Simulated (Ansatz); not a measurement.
Two members of one family (Series GeMe2X2), computed with Ansatz in the gas phase. The two geometries come from different levels. Binding counts from free atoms in the multiplicity of their measured ground term, without zero-point energy. A dash marks a value that wasn't run or was left out as unsound. The structures are stationary points that may keep the symmetry of their start. Remarks come from the PBE and PBE0 runs and from stability tests at other levels; not every state was tested. HOMO above LUMO (over both spins in singlets and doublets, within one spin in higher multiplets; at PBE or PBE0), or a gap under 0.15 eV within one spin, warns that the state may not be the lowest or that an electron is smeared out.

First: Ge(CCH)2Me2 (singlet, charge 0, PBE0-D4/def2-SVP geometry).

```xyz
15

Ge   -0.0456    0.0036   -0.0435
C    -0.3094   -0.0519    1.8466
C    -0.5087   -0.0856    3.0458
H    -0.6773   -0.1159    4.1080
C     1.8358   -0.0814   -0.3599
C     3.0290   -0.1350   -0.5935
H     4.0841   -0.1834   -0.7920
C    -0.7310    1.6875   -0.7336
H    -0.5524    1.7501   -1.8166
H    -0.2265    2.5296   -0.2411
H    -1.8110    1.7604   -0.5424
C    -0.8976   -1.5441   -0.8521
H    -1.9783   -1.5277   -0.6494
H    -0.4739   -2.4685   -0.4369
H    -0.7374   -1.5376   -1.9396
```

```
              level  HOMO (eV)  LUMO (eV)  gap (eV)  vertical triplet (eV)  binding per atom (eV)
    PBE-D4/def2-SVP      -6.48      -0.70      5.78                      –                   4.43
   PBE-D4/def2-TZVP      -6.61      -0.91      5.70                   5.21                   4.41
r2SCAN-D4/def2-TZVP      -6.83      -0.68      6.16                   5.01                   4.31
     B3LYP-D4/6-31G      -7.31       0.36      7.67                      –                   4.25
   PBE0-D4/def2-SVP      -7.72       0.22      7.94                      –                   4.36
```

Second: Ge(SMe)2Me2 (singlet, charge 0, r2SCAN-D4/def2-SVP geometry).

```xyz
19

Ge   -0.381   -0.076   -0.557
S    -0.310    1.843   -1.682
C     0.847    2.784   -0.619
H     0.543    2.720    0.436
H     0.795    3.832   -0.943
H     1.880    2.427   -0.736
S    -1.221    0.448    1.458
C    -0.543   -0.906    2.486
H    -0.881   -1.895    2.141
H    -0.928   -0.747    3.504
H     0.556   -0.883    2.521
C     1.400   -0.852   -0.332
H     1.339   -1.840    0.150
H     2.038   -0.200    0.282
H     1.863   -0.972   -1.323
C    -1.575   -1.250   -1.554
H    -1.719   -2.193   -1.004
H    -1.150   -1.475   -2.544
H    -2.553   -0.765   -1.683
```

Problem. Estimate the same table for the second.

Solution. 
| level | HOMO (eV) | LUMO (eV) | gap (eV) | vertical triplet (eV) | binding per atom (eV) |
| --- | --- | --- | --- | --- | --- |
| PBE-D4/def2-SVP | -5.21 | -0.14 | 5.07 | – | 3.82 |
| PBE-D4/def2-TZVP | -5.37 | -0.58 | 4.79 | 4.71 | 3.81 |
| r2SCAN-D4/def2-TZVP | -5.62 | -0.27 | 5.35 | 4.93 | 3.77 |
| B3LYP-D4/6-31G | -6.30 | 0.39 | 6.69 | – | 3.65 |
| PBE0-D4/def2-SVP | -6.46 | 0.80 | 7.26 | – | 3.78 |

Remarks: gap within one spin near zero at PBE or PBE0 (triplet).
